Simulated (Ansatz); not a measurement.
`[SiH3][O][Sn][O][SiH3]` + `N[SiH2][SiH3]` → `[NH2][Sn][O][SiH3]` + `[SiH3]O[SiH2][SiH3]`  (redistribution)

Isolated molecules relaxed with PBE0-D4/def2-TZVP in Ansatz; ΔE leaves out vibrations. CBS: MP2 limit from def2 TZ/QZ plus the TZ coupled-cluster correction, frozen cores. This one scheme is used for every species. Functionals use def2-TZVPP. B3LYP here is the variant with VWN-RPA as its local correlation; programs differ in this. HSE06 is defined as in plane-wave codes. Elements past krypton have def2 core potentials. For Sn outer-core shells are correlated without core-valence functions, which leaves a few kJ/mol of doubt a bond. Each species was taken in one conformer, which may not be the lowest.

| level | ΔE (kJ/mol) | difference from CCSD(T)/CBS |
| --- | --- | --- |
| LDA (SPW92) | -9.2 | -1.6 |
| B97M-V | -4.5 | 3.1 |
| B3LYP-D4 | -7.7 | -0.1 |
| HSE06-D4 | -6.9 | 0.7 |
| PBE | -6.0 | 1.6 |
| BLYP | -8.2 | -0.6 |
| r2SCAN | -9.7 | -2.1 |
| PBE0 | -8.1 | -0.5 |
| r2SCANh | -10.1 | -2.5 |
| r2SCAN0 | -10.6 | -3.0 |
| BHLYP | -11.5 | -3.9 |
| CAM-B3LYP | -9.7 | -2.1 |
| RPA@PBE/def2-TZVPP | -12.0 | -4.4 |
| HF/def2-TZVPP | -13.8 | -6.2 |
| CCSD(T)/def2-TZVPP | -10.0 | -2.4 |
| HF/def2-QZVPP | -13.6 | -6.0 |
| CCSD(T)/CBS | -7.6 | 0 |

Largest T1 diagnostic among the species: 0.016.

Leaving LDA and LC-ωPBE aside and taking each functional with its dispersion term where it has one, the values, not all of them listed here, spread over 6.1 kJ/mol, from r2SCAN0-D4 to revPBE-D4. LDA lies −3.2 kJ/mol from PBE without D4. At CCSD(T), def2-SVP lies +7.0 kJ/mol from the extrapolated value and def2-TZVPP −2.4 kJ/mol.
